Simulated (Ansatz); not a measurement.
```xyz
11

B    -0.546    0.495   -2.136
O    -0.703    0.536   -0.801
Si   -0.378   -0.563    0.404
C     0.834    0.191    1.589
H    -0.090   -0.488   -2.662
H    -0.869    1.459   -2.774
H    -1.668   -0.859    1.075
H     0.162   -1.807   -0.208
H     1.033   -0.495    2.416
H     1.783    0.408    1.093
H     0.443    1.122    2.005
```

Charge 0, multiplicity 1.

(1) List the r2SCAN/def2-TZVPP orbital energies in eV (Ansatz 0.2.0). (Estimate.)

Results:

(1) Ansatz gave: Occupied: -1791.54, -516.24, -272.86, -180.95, -141.92, -96.83, -96.76, -96.74, -26.75, -18.50, -14.80, -12.31, -11.01, -10.75, -10.46, -10.20, -9.94, -8.33, -8.07, -7.17. Lowest empty: -1.12, 0.25, 0.80, 1.95, 2.02, 2.10, 2.79, 2.95.
